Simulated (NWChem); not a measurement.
SiAsH₃F₂; SMILES F[SiH](F)[AsH2]

```xyz
7

Si     0.3839    -1.0151     0.0000
F     -0.3187    -1.6806     1.3144
F     -0.3187    -1.6806    -1.3144
As    -0.1024     1.2998     0.0000
H      1.8224    -1.4293     0.0000
H      0.9593     1.4986    -1.1008
H      0.9593     1.4986     1.1008
```
Atoms are numbered in this order, from 1.

Program: NWChem. Pople sets run with spherical d functions. Medium grid unless said otherwise, to which SCAN and Minnesota functionals are sensitive. Coordinates come from a PBE-D3(BJ)/def2-SVP optimisation. Hybrids' shares of exact exchange are those that their runs print; pure functionals count as 0. The functionals differ in more than this share.

```csv
row,share of exact exchange,orbital gap (eV)
PBE/6-31G*,0.00,6.09
TPSS/6-31G*,0.00,6.34
B3LYP/6-31G*,0.20,withheld
PW6B95/6-31G*,0.28,8.20
M05-2X/6-31G*,0.56,10.19
Hartree-Fock/6-31G*,1.00,13.87
```

Task: Fit a straight line of the last column on the one before it, predict the withheld value, and compare with the run.

Result: 
1. Means of the 5 shown rows: x = 0.368, y = 8.938. Slope Σ(x − x̄)(y − ȳ)/Σ(x − x̄)² = 5.426/0.7149 = 7.591; intercept 6.145.
2. The shown rows scatter about the line by 0.146 (root mean square); the largest residual is -0.21, at M05-2X/6-31G*.
3. At x = 0.20 (B3LYP/6-31G*; inside the shown range) the line gives 7.66.
4. The run gives 7.68, +0.02 from the line, 0.1 times the scatter.
